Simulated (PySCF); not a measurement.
PySCF input for C2H5NOSi, SMILES [SiH2](C)N=C=O, SMD-ωB97X/def2-SVP. The structure is a stationary point at ωB97X-D3(BJ)/def2-SVP. The values are those of a single conformer.

```python
import numpy as np
from pyscf import gto, scf, dft
from pyscf.solvent import smd

mol = gto.M(
    atom='''
    Si   -0.60167159   -1.09557320   -0.00000000
    C     0.95680195   -2.12515425    0.00000000
    N    -0.18012423    0.58559756   -0.00000000
    C     0.06808773    1.75607853    0.00000000
    O     0.31756372    2.89992369    0.00000000
    H    -1.42309738   -1.36276914   -1.21342041
    H    -1.42309738   -1.36276914    1.21342043
    H     0.71031734   -3.19927876    0.00000000
    H     1.56515070   -1.91063815   -0.89256744
    H     1.56515071   -1.91063815    0.89256743
    ''',
    basis='def2-SVP',
    charge=0,
    spin=0,
    max_memory=1600,
    verbose=3,
)
mf = dft.RKS(mol, xc='wb97x').density_fit(auxbasis='def2-universal-jkfit')
mf.grids.level = 3
mf.conv_tol = 1e-9
mf.max_cycle = 100
mf.kernel()
res = {}
for name in ['water', 'acetonitrile', 'dichloromethane']:
    s = mf.SMD()
    s.with_solvent.solvent, s.with_solvent.sasa_ng = name, 302
    s.kernel(mf.make_rdm1())
    res[name] = (s.e_tot, s.with_solvent.get_cds(), s.dip_moment(), s.mo_energy, s.converged)
    print(f'SMD {name}: dG(solv) = {(s.e_tot - mf.e_tot) * 627.509474:.3f} kcal/mol, of which CDS {res[name][1] * 627.509474:.3f}')
```

It prints:

```
converged SCF energy = -498.432066405889
converged SCF energy = -498.426788616075
Dipole moment(X, Y, Z, Debye):  0.13120, -3.45057, -0.00000
SMD water: dG(solv) = 3.312 kcal/mol, of which CDS 6.878
converged SCF energy = -498.434222296422
Dipole moment(X, Y, Z, Debye):  0.18463, -3.17497, -0.00000
SMD acetonitrile: dG(solv) = -1.353 kcal/mol, of which CDS 1.045
converged SCF energy = -498.434406039736
Dipole moment(X, Y, Z, Debye):  0.17431, -3.12942, -0.00000
SMD dichloromethane: dG(solv) = -1.468 kcal/mol, of which CDS 0.708
```

The run converged.

Cost: very roughly 50 core-seconds.
